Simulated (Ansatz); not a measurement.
Born–Oppenheimer molecular dynamics of C4H13NO2Si (21 atoms, charge 0, multiplicity 1). It goes on from the last frame of an earlier run, with new velocities.

Computed with Ansatz, RHF/6-31G*.

```json
{
 "ensemble": "NVT, Langevin thermostat",
 "time step": "0.5 fs",
 "steps asked": "100",
 "set temperature": "2000 K",
 "friction": "0.05 /fs",
 "seed": "180770"
}
```

Frames 5 fs apart, positions in Å, forces in eV/Å.

Velocities at 0.0 fs (Å/ps):

```
Si 5.76 9.81 12.00
N -8.10 6.30 -14.57
C -6.67 -9.83 -3.58
H -18.09 30.49 1.98
H 9.06 49.63 -43.82
H -40.32 -59.06 3.10
C 7.94 -8.45 -8.13
H 66.75 -34.05 -23.50
H 30.91 0.53 -4.80
H -38.30 77.94 23.45
O -13.07 -2.38 -2.58
C 2.95 1.60 0.81
H -83.78 -9.87 19.93
H -47.64 33.48 -47.40
H -19.02 -41.87 34.12
H -20.66 11.89 46.76
O 5.66 -13.32 5.00
C 12.52 -4.17 -7.00
H -52.83 20.92 91.13
H 49.20 80.82 16.22
H 34.75 -24.16 -74.04
```

```xyz
21
Properties=species:S:1:pos:R:3:forces:R:3 time_fs=0.0 energy_less_start_eV=0.000 T=1905
Si -0.328 0.035 0.143 2.51 1.68 -1.52
N 0.069 0.115 1.745 3.93 -0.99 3.75
C -0.746 -0.189 2.874 -2.72 5.22 0.35
H -0.345 -0.163 3.886 0.81 -0.84 -0.69
H -1.391 0.761 2.906 0.17 -1.34 0.77
H -1.467 -0.916 2.727 -0.80 -2.16 -0.16
C 1.472 0.471 2.222 -2.21 2.40 -1.10
H 2.101 -0.331 2.448 0.29 -1.43 0.92
H 1.928 0.960 1.385 0.42 0.48 0.04
H 1.450 1.186 3.080 -0.27 -0.74 -0.84
O 1.165 -0.218 -0.543 0.56 -0.11 0.12
C 1.952 -1.312 -0.097 0.13 -0.22 0.15
H 1.268 -2.238 -0.029 1.90 1.28 -0.35
H 2.843 -1.387 -0.789 -1.58 -0.52 0.66
H 2.399 -1.120 0.919 -0.77 -0.59 -1.67
H -0.956 1.213 -0.435 0.23 0.49 0.06
O -1.252 -1.083 -0.357 -4.14 -4.03 -0.35
C -1.723 -2.422 -0.618 0.02 0.42 2.98
H -2.279 -3.001 0.317 1.69 2.20 -2.41
H -2.434 -2.363 -1.429 0.34 -0.23 -0.09
H -0.792 -2.922 -0.812 -0.51 -0.98 -0.63
21
Properties=species:S:1:pos:R:3:forces:R:3 time_fs=5.0 energy_less_start_eV=2.377 T=1627
Si -0.312 0.089 0.181 -0.28 -2.86 -4.04
N 0.048 0.109 1.751 7.55 -0.67 3.41
C -0.771 -0.182 2.853 -2.26 -2.67 0.93
H -0.436 -0.137 3.912 0.91 -0.27 -1.36
H -1.328 0.670 2.730 -3.56 1.25 1.26
H -1.368 -1.210 2.726 1.24 2.66 0.36
C 1.545 0.434 2.171 -2.32 0.61 2.52
H 2.229 -0.486 2.421 -2.21 2.23 0.74
H 2.111 0.939 1.459 0.25 0.57 -1.98
H 1.390 1.326 2.948 0.85 -2.99 -0.93
O 1.118 -0.233 -0.577 0.66 0.95 1.11
C 1.940 -1.315 -0.089 -5.50 -1.85 -1.91
H 1.218 -2.219 0.000 1.43 1.14 -0.52
H 2.489 -1.458 -0.979 2.12 -0.71 0.39
H 2.239 -1.270 0.921 1.68 0.73 -0.21
H -0.968 1.296 -0.239 -0.18 0.46 -0.52
O -1.237 -1.175 -0.349 1.72 3.37 2.29
C -1.656 -2.432 -0.620 -1.45 0.45 -2.15
H -2.336 -2.724 0.326 1.99 -0.64 -2.97
H -2.234 -2.075 -1.534 -0.60 -2.63 1.20
H -0.803 -3.092 -1.129 -2.04 0.86 2.39
21
Properties=species:S:1:pos:R:3:forces:R:3 time_fs=10.0 energy_less_start_eV=2.227 T=1877
Si -0.288 0.128 0.165 -1.84 -2.81 -1.34
N 0.118 0.116 1.794 2.51 1.32 -0.49
C -0.809 -0.165 2.870 -1.15 4.75 -0.11
H -0.402 -0.207 3.823 1.55 1.13 1.77
H -1.789 0.588 3.002 2.68 -2.65 -0.99
H -0.891 -1.143 2.747 -2.96 -4.39 -0.59
C 1.580 0.444 2.114 -2.38 6.27 -2.68
H 2.069 -0.316 2.479 2.34 -4.05 2.67
H 2.385 0.985 1.393 -3.03 -1.92 0.36
H 1.459 1.288 2.734 0.37 0.29 1.94
O 1.086 -0.276 -0.579 1.42 2.17 -0.04
C 1.849 -1.329 -0.127 1.13 -2.60 -2.07
H 1.216 -2.194 -0.117 -0.27 -0.75 -0.43
H 2.619 -1.523 -0.986 -0.99 0.39 2.54
H 2.215 -1.393 0.922 0.40 1.20 -1.51
H -1.026 1.354 -0.232 0.50 -0.40 -0.23
O -1.201 -1.182 -0.365 2.16 4.28 0.92
C -1.647 -2.403 -0.674 -2.76 2.75 -3.08
H -2.313 -2.519 0.049 -2.80 -2.74 3.32
H -2.271 -2.340 -1.568 -0.18 0.37 -0.26
H -1.055 -3.160 -0.960 3.31 -2.61 0.29
21
Properties=species:S:1:pos:R:3:forces:R:3 time_fs=15.0 energy_less_start_eV=2.173 T=1405
Si -0.251 0.140 0.173 -2.66 -0.56 -1.00
N 0.201 0.170 1.846 -4.07 1.55 -2.43
C -0.799 -0.121 2.929 7.13 -6.95 -0.19
H -0.109 -0.137 3.882 -2.39 0.13 -1.68
H -1.718 0.283 3.043 -2.38 2.45 -0.15
H -0.974 -1.300 2.613 -0.26 3.05 1.93
C 1.530 0.504 2.072 0.69 -0.07 10.08
H 2.030 -0.392 2.678 -0.55 1.91 -1.57
H 2.096 0.750 1.284 1.64 0.92 -2.90
H 1.651 1.410 2.966 -0.36 -2.24 -2.98
O 1.052 -0.299 -0.590 3.79 1.35 -1.59
C 1.807 -1.391 -0.205 -3.86 -2.78 -0.25
H 1.017 -2.321 -0.291 3.27 1.99 0.21
H 2.746 -1.486 -0.649 0.75 -0.35 -2.48
H 2.169 -1.296 0.757 -0.34 -0.14 2.44
H -0.980 1.273 -0.581 1.04 -0.43 1.30
O -1.177 -1.093 -0.356 -2.38 -2.00 -0.03
C -1.710 -2.354 -0.731 -0.90 -2.16 2.58
H -2.419 -2.804 0.162 1.73 1.58 -2.39
H -2.364 -2.352 -1.662 1.42 0.54 1.40
H -0.915 -3.207 -0.800 -1.30 2.20 -0.32
21
Properties=species:S:1:pos:R:3:forces:R:3 time_fs=20.0 energy_less_start_eV=3.293 T=1881
Si -0.237 0.157 0.178 0.54 -3.43 0.26
N 0.238 0.273 1.859 -8.61 -1.00 -1.68
C -0.714 -0.134 2.984 0.76 7.81 -2.62
H -0.039 0.068 3.763 -0.80 -0.41 2.22
H -1.790 0.348 2.936 2.82 0.49 0.71
H -1.018 -1.001 2.763 -1.20 -7.82 -0.48
C 1.510 0.533 2.145 4.36 -4.19 -3.54
H 1.993 -0.231 2.766 0.23 -1.69 -0.99
H 1.942 0.537 1.075 0.96 1.24 3.05
H 1.715 1.170 2.847 0.78 6.25 2.72
O 1.058 -0.328 -0.652 2.60 -0.55 -0.59
C 1.772 -1.488 -0.289 3.36 4.83 2.18
H 1.199 -2.324 -0.202 -1.28 -2.70 -1.23
H 2.751 -1.408 -0.848 -1.66 -1.37 0.32
H 2.066 -1.317 0.788 0.17 -0.72 -1.30
H -0.539 1.160 -0.687 -1.28 3.08 -0.61
O -1.178 -1.053 -0.319 -3.02 -0.64 1.55
C -1.788 -2.330 -0.734 1.63 6.04 0.87
H -2.200 -2.787 0.060 -2.94 -1.01 2.49
H -2.311 -2.039 -1.588 -1.15 -0.80 -1.12
H -0.945 -2.825 -0.809 3.75 -3.40 -2.21
21
Properties=species:S:1:pos:R:3:forces:R:3 time_fs=25.0 energy_less_start_eV=2.774 T=1975
Si -0.215 0.129 0.175 0.53 -0.44 -2.07
N 0.201 0.321 1.843 -2.83 -1.86 1.06
C -0.626 -0.116 3.059 0.00 -1.56 -1.86
H -0.013 0.128 3.958 -1.12 -0.16 -0.87
H -1.464 0.571 2.873 -0.33 -1.16 1.57
H -0.966 -1.386 3.146 1.15 4.44 -0.63
C 1.536 0.516 2.172 0.73 4.55 1.78
H 1.794 -0.291 2.791 1.61 -0.80 0.60
H 2.059 0.630 1.239 1.06 0.15 0.64
H 1.725 1.657 2.956 -0.45 -3.63 -2.65
O 1.081 -0.350 -0.726 0.68 -0.75 0.95
C 1.791 -1.497 -0.357 -2.22 -3.23 -3.97
H 1.274 -2.611 -0.319 0.08 3.12 -0.65
H 2.482 -1.627 -1.190 0.88 -0.03 1.24
H 2.057 -1.459 0.614 2.34 0.52 2.76
H -0.326 1.410 -0.600 -1.04 -0.33 0.88
O -1.208 -1.074 -0.224 -1.50 0.24 1.89
C -1.833 -2.254 -0.731 3.02 -0.45 1.05
H -2.434 -2.845 0.179 1.51 1.96 -3.29
H -2.364 -1.766 -1.583 -0.32 -2.16 0.82
H -0.843 -2.929 -1.087 -3.77 1.56 0.76
21
Properties=species:S:1:pos:R:3:forces:R:3 time_fs=30.0 energy_less_start_eV=2.299 T=2202
Si -0.185 0.100 0.142 1.63 -1.37 -0.19
N 0.143 0.367 1.826 2.00 -2.39 1.15
C -0.517 -0.131 3.096 -0.49 4.15 -1.80
H -0.049 0.126 4.015 1.67 0.95 0.09
H -1.230 0.661 3.021 -2.45 -1.21 1.27
H -0.722 -1.118 3.340 -1.27 -2.16 -1.26
C 1.558 0.579 2.224 -1.23 -1.95 -2.03
H 1.735 -0.237 2.920 1.38 0.86 -0.15
H 2.252 0.730 1.429 0.55 -1.68 -1.21
H 1.650 1.540 2.500 -0.05 3.21 3.19
O 1.110 -0.394 -0.804 0.58 -0.91 1.60
C 1.835 -1.560 -0.450 5.06 4.18 -1.11
H 1.354 -2.404 -0.513 -3.95 -4.40 1.03
H 2.539 -1.828 -1.276 0.00 1.28 0.58
H 2.485 -1.450 0.479 -1.45 -0.20 -1.26
H -0.279 1.395 -0.428 -1.10 0.87 -0.56
O -1.258 -1.062 -0.123 -0.47 -0.24 1.50
C -1.816 -2.178 -0.681 -2.25 4.08 -1.17
H -2.611 -2.641 -0.285 -2.02 -1.79 4.68
H -2.497 -1.872 -1.402 -0.45 1.67 -2.72
H -1.357 -2.902 -1.162 4.30 -2.94 -1.64
21
Properties=species:S:1:pos:R:3:forces:R:3 time_fs=35.0 energy_less_start_eV=2.356 T=2165
Si -0.115 0.097 0.114 -0.03 0.41 -0.30
N 0.098 0.363 1.816 5.21 -1.88 1.95
C -0.436 -0.071 3.070 -7.70 -0.31 1.12
H 0.088 0.316 3.971 -0.08 -0.97 -1.18
H -1.469 0.535 3.135 2.07 -1.48 0.33
H -0.925 -1.213 3.226 2.49 2.99 -0.65
C 1.558 0.622 2.233 0.61 3.68 -2.21
H 2.057 0.032 2.994 -1.31 -0.37 0.47
H 2.304 0.443 1.401 -1.26 1.13 0.60
H 1.532 1.782 2.588 0.83 -3.17 -0.94
O 1.168 -0.426 -0.846 -0.05 -0.25 1.44
C 1.932 -1.600 -0.547 -3.13 -1.43 -0.49
H 1.094 -2.509 -0.290 3.57 2.60 -0.38
H 2.591 -1.847 -1.347 -0.97 -0.57 -1.78
H 2.760 -1.387 0.079 -0.44 0.07 2.44
H -0.331 1.572 -0.269 -0.20 -1.67 -0.57
O -1.324 -1.021 -0.014 0.77 0.58 0.80
C -1.831 -2.069 -0.686 -4.05 -5.07 -3.17
H -2.726 -2.711 -0.205 2.91 1.55 0.82
H -2.557 -1.787 -1.474 1.43 0.89 -0.35
H -1.199 -2.983 -1.234 -0.68 3.28 2.04
21
Properties=species:S:1:pos:R:3:forces:R:3 time_fs=40.0 energy_less_start_eV=1.784 T=1950
Si -0.080 0.112 0.116 -1.69 -1.97 0.62
N 0.153 0.363 1.835 3.56 -1.56 -0.79
C -0.487 -0.011 3.011 -1.92 -3.59 3.78
H 0.027 0.370 3.976 -0.20 -1.37 -2.02
H -1.460 0.292 3.277 -1.56 1.95 -1.22
H -0.836 -1.154 3.077 2.21 1.88 0.14
C 1.591 0.667 2.162 -0.53 0.21 4.09
H 2.263 0.262 3.059 -2.93 -0.90 -0.96
H 2.323 0.364 1.483 0.53 1.43 -2.43
H 1.378 1.618 2.624 2.07 1.41 -1.32
O 1.202 -0.428 -0.833 -0.82 0.87 0.53
C 1.945 -1.612 -0.635 2.68 1.84 -1.67
H 1.302 -2.225 -0.147 -1.25 -2.90 1.01
H 2.423 -2.037 -1.606 -1.60 0.93 1.79
H 2.793 -1.395 0.030 -0.34 -0.16 -0.31
H -0.417 1.464 -0.214 -0.07 0.39 -1.31
O -1.397 -0.971 0.050 1.47 3.27 -0.01
C -1.893 -1.994 -0.769 5.75 -0.94 0.75
H -2.175 -2.625 0.034 -2.41 -1.22 -0.72
H -2.410 -1.681 -1.657 -0.99 -0.15 0.47
H -0.922 -2.536 -1.095 -1.95 0.58 -0.42
21
Properties=species:S:1:pos:R:3:forces:R:3 time_fs=45.0 energy_less_start_eV=0.941 T=2100
Si -0.065 0.130 0.130 -4.09 -1.67 1.11
N 0.187 0.375 1.860 -0.34 -0.78 -2.27
C -0.568 -0.016 3.072 -2.67 -1.19 -3.96
H -0.059 0.238 3.902 1.49 2.06 2.78
H -1.688 0.344 3.099 2.75 -0.99 -0.18
H -0.434 -1.084 3.101 -1.31 -0.68 0.20
C 1.564 0.696 2.115 0.38 -0.64 0.42
H 1.885 0.110 2.969 0.49 -0.01 0.09
H 2.261 0.372 1.258 -1.14 1.58 1.50
H 1.485 1.725 2.438 1.78 0.45 -0.44
O 1.180 -0.423 -0.809 0.09 -0.47 -0.42
C 1.951 -1.624 -0.729 -2.45 0.86 8.72
H 1.293 -2.324 0.102 2.16 1.18 -3.18
H 2.195 -2.102 -1.594 0.18 -0.84 -2.48
H 2.837 -1.381 -0.062 -0.73 -0.48 -1.67
H -0.553 1.357 -0.474 0.57 0.34 -0.35
O -1.506 -0.885 0.065 1.01 3.08 1.26
C -1.872 -1.933 -0.801 4.63 0.04 2.52
H -1.942 -2.782 -0.093 -1.55 0.14 -1.42
H -2.551 -1.676 -1.575 -1.02 -0.22 0.01
H -0.866 -2.027 -1.157 -0.24 -1.74 -2.25
```

Of the whole run (50 fs, mean temperature of the second half 2154 K): A run of 0.05 ps of so small a system gives no equilibrium averages.

Run time: 4 min on 4 threads of Arm Neoverse V2, on a shared host, peak memory 0.47 GiB.
